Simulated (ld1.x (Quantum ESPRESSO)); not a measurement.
**What one change does to a pseudopotential (dysprosium, TM)**

dysprosium, norm-conserving Troullier–Martins (Kleinman–Bylander form), made with ld1.x (Quantum ESPRESSO) 7.5 (PBE, fully relativistic). Core [Xe], reference 4f10 5d0 6s1.5 6p0 (charge +0.5). Waves: 6s (bound): rc 3.10 bohr; 5d (bound, empty): rc 3.35 bohr; 4f (bound): rc 1.45 bohr; 6p (bound, empty): rc 4.20 bohr. Local part: the p channel. Core correction: none.

Open shells are filled in proportion to 2j + 1 (rel_dist='average').

All-electron outer shells of the reference configuration (PBE, scalar-relativistic, ld1.x):

```tsv
shell	level (eV)	outermost node (bohr)	outermost maximum (bohr)
5s	-52.01	0.63	1.16
5p	-28.44	0.67	1.33
6s	-6.21	1.57	3.35
4f	-6.17	–	0.54
5d	-3.87	0.76	2.06
6p	-3.20	1.91	4.47
```

Change: wave 6p (bound): rc 4.20 bohr becomes 6p (bound): rc 4.56 bohr.

Cutoffs: the cutoffs (Ry, on a coarse ladder) from which the occupation-weighted sum of valence levels, in a spherical-Bessel basis at the reference potential, stays within 10 and 1 mRy of its value at 400 Ry; they do not see the model core or the augmentation charge, which bear on the density cutoff. Errors are all-electron minus pseudo energies relative to the spin-unpolarised reference configuration.

Task: How do hardness, ghosts and transferability respond?

Result: The errors of the 6 common tests hardly move; neither file shows a bound ghost at the reference potential, the only one tested.

```tsv
quantity	base	changed
cutoff, loose	200 Ry	200 Ry
cutoff, tight	over 300 Ry	over 300 Ry
bound ghosts	none	none
tests counted (converged, no solver errors)	6 of 7	6 of 7
error for 4f10 5d0 6s2 6p0, meV [ΔE -2.48 eV]	+3.0	+3.1
error for 4f10 5d0 6s1 6p0, meV [ΔE 3.76 eV]	+11	+11
error for 4f10 5d0 6s0 6p0, meV [ΔE 15.42 eV]	+264	+264
error for 4f8 5d0 6s0 6p0, meV [ΔE 85.59 eV]	-8256	-8241
error for 4f9 5d0 6s2 6p0, meV [ΔE 7.67 eV]	-1760	-1742
error for 4f10 5d0 6s0 6p2, meV [ΔE 3.00 eV]	+28	+29
```

Base: Tests not counted: 4f11 5d0 6s0 6p0 (solver errors, printed error -1472 eV). These tests converged, but a pseudo level misses the all-electron one widely, so the file describes the atom poorly there or has found another state: 4f8 5d0 6s0 6p0: 4f by 8.6 eV (a node warning on the way); 4f9 5d0 6s2 6p0: 4f by 3.5 eV. Changed file: Tests not counted: 4f11 5d0 6s0 6p0 (solver errors, printed error -1473 eV). These tests converged, but a pseudo level misses the all-electron one widely, so the file describes the atom poorly there or has found another state: 4f8 5d0 6s0 6p0: 4f by 8.5 eV (a node warning on the way); 4f9 5d0 6s2 6p0: 4f by 3.4 eV.
